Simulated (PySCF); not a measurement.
Computed data sheet: `[SiH3]C(C)[SiH3]`

Compound: C2H10Si2.
Bonds: C1–C2, C2–Si3, C2–Si4. Hydrogens: H5, H6, H7 on C1; H8 on C2; H9, H10, H11 on Si3; H12, H13, H14 on Si4.

Some functional groups and rings: Si–H bond and C–Si bond.

**GFN2-xTB geometry**

* Point group of the GFN2-xTB geometry: Cs
* Rotational constants A, B, C of the GFN2-xTB geometry: 5.490, 2.785, 2.028 GHz

From PBE0/def2-SVPD ground state and vertical TDDFT (core frozen in the response) (PySCF):

* Dipole moment: 0.76 D
* HOMO energy: -8.19 eV
* LUMO energy: 0.22 eV
* HOMO–LUMO gap: 8.41 eV
* Lowest singlet excitation: 7.23 eV (172 nm, f = 0.024)
* Strongest line among the 6 lowest singlet transitions: S4 at 8.02 eV (155 nm, f = 0.251)
* Lowest triplet excitation (Tamm–Dancoff): 6.84 eV
* Static isotropic polarisability: 80.4 au
* Electronic spatial extent ⟨r²⟩ about the centre of nuclear charge: 672 bohr²

PBE0/pcSseg-1 ground state and GIAO shieldings, non-relativistic (PySCF):

* Lowest Hirshfeld atomic charge: -0.19 e on C2
* Highest Hirshfeld atomic charge: +0.31 e on Si3/Si4
* 13C chemical shifts (computed TMS as zero) by class: 16.6 (C1), -2.8 (C2) ppm
* 1H chemical shifts (computed TMS as zero) by class: 3.90 (H9/H10/H11/H12/H13/H14), 1.32 (H5/H6/H7), 0.30 (H8) ppm
* Isotropic shieldings of nuclei other than C and H, by class: 412 (Si3/Si4) ppm
* Mayer bond orders between heavy atoms: C1–C2 1.02, C2–Si3 0.90, C2–Si4 0.90

Monoisotopic mass from the formula: 90.0321 u.

No computed singlet falls in the visible range (750 to 380 nm, 1.65 to 3.26 eV); S1 lies 3.97 eV above its blue end. The dipole equals about 2.5 × 10⁻³⁰ C·m (1 D = 3.33564 × 10⁻³⁰ C·m). A dipole of 0.76 D is allowed in Cs, and pure rotational transitions are dipole-allowed. The polarisability is 11.92 Å³ as a volume (1 au = 0.148185 Å³), or 1.61 au for each of the 50 electrons. The principal polarisabilities are 70.0, 80.8 and 90.6 au; their mean is the isotropic value. The rotational constants make it an asymmetric top with κ = (2B − A − C)/(A − C) = -0.56, nearer the prolate limit (−1). The vertical singlet–triplet gap S1 − T1 is 0.39 eV (TDDFT singlet less Tamm–Dancoff triplet; S1: HOMO→LUMO, weight 0.99; T1: HOMO→LUMO, weight 0.91).

Geometry: GFN2-xTB; no solvent or vibrations. NMR classes are plain means over equivalent atoms (diastereotopic ones count apart unless rotation or inversion swaps them), as if these changed places fast; in this geometry the members of some classes differ.

For the TDDFT job (PBE0/def2-SVPD), on an Arm Neoverse V1 with one thread, no GPU (shared host), this took 15 s of wall time and 0.77 GiB of memory at its peak.
